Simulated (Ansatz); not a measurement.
A series at Ge: from `N#[C][GeH]([C]#N)[C]#N`, ligands are replaced one by one, each step taking up H₂ and setting free `C#N`; n counts the steps. Ansatz, PBE0-D4/def2-TZVP geometries.

CBS adds triple-zeta CCSD(T) − MP2 to the MP2 limit, frozen cores; atoms without spin–orbit coupling. Outer-core shells of Ge are correlated without core-valence functions. Scalar relativity is left out up to krypton. Spin–orbit coupling is left out.

```
n                  molecule  atomization energy, CCSD(T)/CBS (kJ/mol)
0  `N#[C][GeH]([C]#N)[C]#N`                                    3745.5
1        `N#[C][GeH2][C]#N`                                    2929.4
2             `N#[C][GeH3]`                                         ?
3                      GeH₄                                    1251.4
```

By hand: fit a straight line y = ȳ + b (n − n̄) to the 3 given rows and predict n = 2.

n̄ = 1.333, ȳ = 2642.10; Σ(n − n̄)(y − ȳ) = -3884.80, Σ(n − n̄)² = 4.667, so b = -832.40 kJ/mol a step. Prediction: 2642.10 + (-832.40) × (0.667) = 2086.9 kJ/mol.

By hand: compare with the computed value, 2099.2 kJ/mol, and give the steps along the whole series.

The line misses by 12.3 kJ/mol (computed minus predicted). Steps: -816.1, -830.2, -847.8 kJ/mol.

The steps differ by up to 31.7 kJ/mol, small against a whole step but well beyond the method's doubt, so the ligands' effects don't simply add. The miss is 0.5 % of the series' range. The energies themselves are unsure by some kJ/mol a bond, though much of that is common to the series.
